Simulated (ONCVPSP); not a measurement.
**erbium (Er) ONCV: all-electron and pseudo phase curves**

* Element: Er
* Generator: ONCVPSP 4.0.1
* Type: optimised norm-conserving Vanderbilt (ONCV)
* Functional: PBE
* Relativity: scalar-relativistic
* Frozen core: [Kr] 4d10
* Valence charge: 22
* Reference configuration: 4f12 5s2 5p6 6s1.75 6p0.25
* Partial waves: 5s+6s: rc 1.85 bohr, ncon 4, nbas 7, qcut 8.2 1/bohr, 2 projectors; 5p+6p: rc 2.75 bohr, ncon 4, nbas 7, qcut 5 1/bohr, 2 projectors; d scattering state at 0.02 Ha: rc 2.15 bohr, ncon 4, nbas 8, qcut 4.3 1/bohr, 2 projectors, debl 2 Ha; 4f: rc 0.85 bohr, ncon 4, nbas 9, qcut 17.9 1/bohr, 2 projectors, debl 2.6 Ha
* Local potential: polynomial inside 0.75 bohr (lpopt 5, dvloc0 2 Ha)
* Core correction: Teter function, fcfact 2.75, rcfact 1.1

In the d channel the program set the typed energies aside and used 0.050, 2.050 Ha.

The phase is arctan(r·R′/R) of the radial function R(r), unwrapped; energies in Ha, scanned from -3 to 5 Ha. A pole is an energy at which the radial function vanishes at the test radius. The pseudo phase is shifted by a multiple of π to meet the all-electron one at the reference energy, and phase errors are pseudo minus all-electron; the curves can meet again beyond the range given. Levels narrower than the energy grid can be missing from the lists of poles. Where the grid stepped over a known ghost or core level, its pole and its step of π were put in at the level’s energy.

```csv
channel,radius (bohr),reference energy (Ha),"poles, all-electron","poles, pseudo",unbroken range about the reference energy with phases within 0.05 rad,phase error 1 Ha above the reference energy (rad)
s,1.87,-0.15,-1.41,-1.41,the whole range,-0.000
p,2.80,-0.05,"-0.90, 2.06","-2.68, -0.90, 2.05",-2.7 to 3.4,-0.001
d,2.18,0.05,1.11,1.11,the whole range,-0.000
f,0.86,-0.13,2.86,2.86,the whole range,+0.000
```

Note: ghosts flagged at negative energy: s at -546.6 eV, p at -72.8 eV; GHOST(+) flagged for d at 223.9 eV. A true bound ghost makes a file unfit for plane-wave use.

Phases in the d channel:

```
E (Ha)  all-electron  pseudo
 -2.98         1.327   1.327
 -2.76         1.314   1.314
 -2.54         1.299   1.299
 -2.32         1.280   1.280
 -2.10         1.258   1.258
 -1.88         1.230   1.230
 -1.66         1.195   1.195
 -1.44         1.148   1.148
 -1.22         1.082   1.082
 -1.00         0.983   0.983
 -0.78         0.819   0.819
 -0.56         0.519   0.519
 -0.34        -0.024  -0.024
 -0.12        -0.653  -0.653
  0.10        -1.050  -1.050
  0.32        -1.264  -1.264
  0.54        -1.390  -1.390
  0.76        -1.476  -1.476
  0.98        -1.540  -1.540
  1.20        -1.592  -1.592
  1.42        -1.640  -1.640
  1.64        -1.687  -1.687
  1.86        -1.737  -1.737
  2.08        -1.797  -1.797
  2.30        -1.875  -1.875
  2.52        -1.990  -1.990
  2.74        -2.180  -2.180
  2.96        -2.543  -2.545
  3.18        -3.184  -3.189
  3.40        -3.797  -3.802
  3.62        -4.130  -4.134
  3.84        -4.304  -4.307
  4.06        -4.407  -4.410
  4.28        -4.475  -4.478
  4.50        -4.523  -4.526
  4.72        -4.560  -4.563
  4.94        -4.589  -4.592
```
